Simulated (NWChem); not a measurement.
Correlation energy of OSe

```xyz
2

O      0.0000     0.0000     1.3410
Se     0.0000     0.0000    -0.3155
```
Charge 0, spin multiplicity 3.

Everything below was run with NWChem. Structure: optimised with UB3LYP/def2-SVP, a minimum by its harmonic frequencies.

Basis set: def2-TZVP. Each correlation energy counts from its own Hartree-Fock reference.

The Hamiltonian is non-relativistic. The correlated methods keep 10 core orbitals frozen. The structure started from a generated list of species. The unpaired electrons of the parent sit in orbitals of symmetry b1 and b2 (C2v labels of the run); other states weren't searched. No SCF solution was tested for a lower state. Open-shell Hartree-Fock references start from PBE0 orbitals. Coupled-cluster values serve here as a point of comparison, not as the truth.

| method | correlation energy (mHa) |
|---|---|
| UMP2 | -483.0 |
| SCS-UMP2 | -451.3 |
| CCSD on UHF | -482.3 |
| CCSD[T] on UHF | ? |
| CCSD(T) on UHF | -504.1 |
| CCSD on ROHF | ? |
| CCSD[T] on ROHF | -524.9 |
| CCSD(T) on ROHF | ? |

### Question
Complete the blanks.

### Answer

- CCSD[T] on UHF, correlation energy (mHa): -505.8
- CCSD on ROHF, correlation energy (mHa): -498.0
- CCSD(T) on ROHF, correlation energy (mHa): -522.2
